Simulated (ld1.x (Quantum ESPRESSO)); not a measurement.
Before and after: TM potential for Ag (Z = 47)

```
Element                 : silver
Generator               : ld1.x (Quantum ESPRESSO) 7.5
Type                    : norm-conserving Troullier–Martins (Kleinman–Bylander form)
Functional              : PBE
Relativity              : scalar-relativistic
Frozen core             : [Ar] 3d10 4s2
Valence charge          : 17
Reference configuration : 4p6 4d10 5s1 5p0
Partial waves           : 5s (bound): rc 2.65 bohr; 4p (bound): rc 0.90 bohr; 4d (bound): rc 1.90 bohr
Local potential         : the d channel
Core correction         : Bessel-smoothed model core, default radius (core density twice the valence density)
```

All-electron outer shells of the reference configuration (PBE, scalar-relativistic, ld1.x):

```
shell  level (eV)  outermost node (bohr)  outermost maximum (bohr)
   3d     -358.48                      –                      0.27
   4s      -95.05                   0.44                      0.82
   4p      -58.57                   0.44                      0.87
   4d       -7.44                   0.43                      1.04
   5s       -4.40                   1.11                      2.49
   5p       -0.74                   1.25                      3.86
```

Change: wave 4d (bound): rc 1.90 bohr becomes 4d (bound): rc 2.04 bohr.

Cutoffs: the cutoffs (Ry, on a coarse ladder) from which the occupation-weighted sum of valence levels, in a spherical-Bessel basis at the reference potential, stays within 10 and 1 mRy of its value at 400 Ry; they do not see the model core or the augmentation charge, which bear on the density cutoff. Errors are all-electron minus pseudo energies relative to the spin-unpolarised reference configuration.

Question: How do hardness, ghosts and transferability respond?

Answer: The potential gets neither clearly harder nor softer (160 Ry and 260 Ry → 160 Ry and 260 Ry); both files keep a bound ghost (s); of the 7 tests that both files solve, the error grows in 5 and shrinks in 0 by more than 15 % and 0.3 meV (median size 23.2 → 26.8 meV); the range in which the p phases agree narrows (upper end 4.6 → 0.0). More of the atom is replaced by a form fitted at one configuration, so other configurations suffer.

```csv
quantity,base,changed
"cutoff, loose",160 Ry,160 Ry
"cutoff, tight",260 Ry,260 Ry
loose cutoff by channel (10 mRy a level),"s 6 Ry, p 80 Ry, d 50 Ry","s 6 Ry, p 80 Ry, d 45 Ry"
bound ghosts,s,s
"error for 4p6 4d10 5s0 5p0, meV [ΔE 7.76 eV]",-8.9,-8.1
"error for 4p6 4d9 5s0 5p0, meV [ΔE 29.87 eV]",-16,-27
"error for 4p6 4d8 5s0 5p0, meV [ΔE 66.06 eV]",-53,-80
"error for 4p6 4d9 5s2 5p0, meV [ΔE 4.08 eV]",-23,-23
"error for 4p6 4d7 5s0 5p0, meV [ΔE 117.78 eV]",-112,-137
"error for 4p6 4d9 5s1 5p0, meV [ΔE 13.15 eV]",-6.3,-11
"error for 4p6 4d9 5s1 5p1, meV [ΔE 8.57 eV]",-53,-91
s: phases at 2.91 bohr within 0.05 rad from the reference energy up to (Ry; the scan ends near 5),2.2,2.3
p: phases at 2.91 bohr within 0.05 rad from the reference energy up to (Ry; the scan ends near 5),4.6,0.0
d: phases at 2.91 bohr within 0.05 rad from the reference energy up to (Ry; the scan ends near 5),1.4,1.2
```

Base: These tests converged, but a pseudo level misses the all-electron one widely, so the file describes the atom poorly there or has found another state: 4p6 4d7 5s0 5p0: empty 5s by 6.7 eV. Changed file: These tests converged, but a pseudo level misses the all-electron one widely, so the file describes the atom poorly there or has found another state: 4p6 4d7 5s0 5p0: empty 5s by 6.3 eV. A true bound ghost makes a file unfit for plane-wave use even where its test errors are small: the radial tests pick states by their node count and pass the ghost by.
